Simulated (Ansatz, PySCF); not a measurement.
Molecule: C2H9NSi, charge 0, multiplicity 1. 
Coordinates optimised at B3LYP-D3(BJ)/def2-TZVP (Ansatz, an electronic-structure program):
```xyz
13

Si    -0.7131    -0.8091    -0.8012
N      0.0627     0.2883     0.2745
C      0.6908     1.5002    -0.2175
H      0.2163     1.8262    -1.1440
H      0.5848     2.3084     0.5148
H      1.7649     1.3700    -0.4139
C      0.5895    -0.1604     1.5498
H      0.4823     0.6268     2.3044
H      0.0418    -1.0356     1.9016
H      1.6554    -0.4257     1.4972
H      0.2051    -1.6924    -1.5785
H     -1.4930    -0.0165    -1.7804
H     -1.5950    -1.6897     0.0003
```
Charge 0, spin multiplicity 1.

Total electronic energies in hartree. Valence correlation only, unless marked. Spin-orbit coupling is left out. Non-relativistic. Basis-set limits of correlation are two-point, X^-3; Hartree-Fock from the larger set. The bracket is a focal-point correction in the basis named.

```json
[
 {"level": "SVWN5/def2-TZVPD", "program": "Ansatz", "energy (Eh)": "___"},
 {"level": "B3LYP/def2-TZVPD", "program": "Ansatz", "energy (Eh)": "-425.96358"},
 {"level": "PBE0/def2-TZVPD", "program": "Ansatz", "energy (Eh)": "___"},
 {"level": "M06-2X/def2-TZVPD", "program": "PySCF", "energy (Eh)": "-425.84014"},
 {"level": "CAM-B3LYP-D3(BJ)/def2-TZVPD", "program": "Ansatz + dftd3", "energy (Eh)": "-425.87298"},
 {"level": "CAM-B3LYP-D4/def2-TZVPD", "program": "Ansatz + dftd4", "energy (Eh)": "-425.87328"},
 {"level": "CAM-B3LYP/def2-TZVPD", "program": "Ansatz", "energy (Eh)": "-425.86557"},
 {"level": "RPA@PBE/cc-pV(T+d)Z", "program": "Ansatz", "energy (Eh)": "-425.59257"},
 {"level": "MP2/STO-3G", "program": "Ansatz", "energy (Eh)": "-419.59028"},
 {"level": "SCS-MP2/aug-cc-pV(D+d)Z", "program": "Ansatz", "energy (Eh)": "-424.97669"},
 {"level": "SCS-MP2/cc-pV(D+d)Z", "program": "Ansatz", "energy (Eh)": "-424.94290"},
 {"level": "CCSD/cc-pVTZ", "program": "Ansatz", "energy (Eh)": "-425.17107"},
 {"level": "CCSD(T)/cc-pV(D+d)Z", "program": "Ansatz", "energy (Eh)": "-425.01451"},
 {"level": "CCSD(T)/cc-pVTZ", "program": "Ansatz", "energy (Eh)": "-425.19885"},
 {"level": "RI-MP2/CBS(cc-pV(T+d)Z,cc-pV(Q+d)Z)+[CCSD(T)-MP2]/cc-pV(T+d)Z", "program": "Ansatz", "energy (Eh)": "-425.2952"}
]
```

Q: Fill in the missing entries.

A: 
- SVWN5/def2-TZVPD, energy (Eh): -423.53693
- PBE0/def2-TZVPD, energy (Eh): -425.64028
